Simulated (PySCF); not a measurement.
PySCF 2.14 output of an unrestricted TPSS calculation on a single atom or ion in cc-pVDZ-X2C (8s7p5d3f1g, 84 functions), with scalar relativity by spin-free X2C-1e:

```
SCF conv_tol = 1e-09
number electrons alpha = 37  beta = 34
    J. Tao, J. P. Perdew, V. N. Staroverov, and G. E. Scuseria.,  Phys. Rev. Lett. 91, 146401 (2003)
    J. P. Perdew, J. Tao, V. N. Staroverov, and G. E. Scuseria.,  J. Chem. Phys. 120, 6898 (2004)
    J. Tao, J. P. Perdew, V. N. Staroverov, and G. E. Scuseria.,  Phys. Rev. Lett. 91, 146401 (2003)
    J. P. Perdew, J. Tao, V. N. Staroverov, and G. E. Scuseria.,  J. Chem. Phys. 120, 6898 (2004)
cycle= 1 E= -14562.6348929331  delta_E= 0.0332  |g|= 0.857  |ddm|= 0.396
cycle= 2 E= -14562.3122691157  delta_E= 0.323  |g|= 2.02  |ddm|= 0.836
cycle= 3 E= -14562.700544819  delta_E= -0.388  |g|= 0.0204  |ddm|= 0.646
cycle= 4 E= -14562.7005576994  delta_E= -1.29e-05  |g|= 0.0191  |ddm|= 0.0591
cycle= 5 E= -14562.7006846628  delta_E= -0.000127  |g|= 0.000708  |ddm|= 0.0267
cycle= 6 E= -14562.700684815  delta_E= -1.52e-07  |g|= 5.21e-05  |ddm|= 0.00148
cycle= 7 E= -14562.7006848168  delta_E= -1.78e-09  |g|= 1.74e-06  |ddm|= 0.00013
cycle= 8 E= -14562.7006848168  delta_E= 3.64e-12  |g|= 4.93e-08  |ddm|= 2.71e-06
converged SCF energy = -14562.7006848168  <S^2> = 3.751907  2S+1 = 4.0009534
```

The run itself started from symmetry-adapted Hartree-Fock orbitals and held the occupation by maximum overlap, on a logarithmic radial grid, so the iterations belong to that start.

Task: Which element, charge and spin multiplicity is this?

Result: Lu (lutetium, neutral), multiplicity 4; the state was [Xe] 4f14 5d3, high-spin 4F determinant (an excited configuration).

Spin-orbit coupling, absent here, splits the open shell strongly.
